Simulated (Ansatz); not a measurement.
Two isomers of C2H9NOSi: A = `CN[SiH](C)O`, B = `CO[SiH](C)N`.

Gas-phase electronic energies from Ansatz, PBE0-D4/def2-TZVP geometries. CCSD(T)/CBS adds triple-zeta CCSD(T) − MP2 to the extrapolated MP2 energy (def2 sets, frozen cores). DFT in def2-TZVPP. B3LYP here is the variant with VWN-RPA as its local correlation; programs differ in this. One conformer a species, not always the lowest.

Q: Which is lower in electronic energy at CCSD(T)/CBS, and by how much? (An estimate is asked.)

A: The calculation gave: A, by 17.5 kJ/mol.

Q: Give E(B) − E(A) in kJ/mol with HF/def2-TZVPP, CCSD(T)/def2-TZVPP, B2PLYP, r2SCAN-D4, CCSD/def2-TZVPP, B3LYP, PBE-D4. (Best estimate.)

A: Ansatz gave: HF/def2-TZVPP 11.2, CCSD(T)/def2-TZVPP 16.8, B2PLYP 15.4, r2SCAN-D4 15.4, CCSD/def2-TZVPP 16.5, B3LYP 14.1, PBE-D4 17.3. None reverses the order clearly.

Largest T1 diagnostic: 0.010.

In def2-TZVPP, CCSD(T) changes the Hartree–Fock value by +5.6 kJ/mol (the triples alone add +0.2 kJ/mol) and MP2 by +8.1 kJ/mol.
